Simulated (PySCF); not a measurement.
A GIAO shielding run with PySCF (density fitting, non-relativistic, gas phase) on 2,3-dimethylbenzenethiol (SMILES Cc1cccc(S)c1C):

```
$ OMP_NUM_THREADS=1 python probes_run.py task.json out

{"job": {"kind": "nmr", "xc": "PBE0", "basis": "pcSseg-1"}, "charge": 0, "multiplicity": 1}
C     -1.801873    -1.367511    -0.124210
C     -0.921477    -0.155158    -0.039424
C     -1.499069     1.107185    -0.070709
C     -0.725067     2.250169     0.011147
C      0.647641     2.137667     0.093726
C      1.234014     0.880684     0.113306
S      3.013921     0.846800     0.215153
C      0.465820    -0.283416     0.080435
C      1.112717    -1.634168     0.162363
H     -2.826579    -1.074184    -0.337434
H     -1.796902    -1.915470     0.818366
H     -1.464276    -2.041148    -0.909868
H     -2.572249     1.194254    -0.159262
H     -1.186828     3.225653    -0.004029
H      1.275546     3.014338     0.137089
H      3.194087    -0.234125    -0.540623
H      1.414431    -1.977620    -0.829395
H      1.995998    -1.595810     0.797721
H      0.430343    -2.368890     0.578187
```

Hardware: 1 thread of an Intel Xeon Platinum 8375C, shared host. The job also computes population analyses, field gradients, ring-centre shieldings.

(1) How large is the calculation?

(2) How long does it take, and how much memory does it need?

## Answers

(1) 74 electrons, 210 basis functions and 1105 auxiliary functions.

(2) 51 s of wall time, with 14 SCF cycles and 5 response iterations; peak memory 0.87 GiB. Times on a shared host scatter by some tens of per cent.
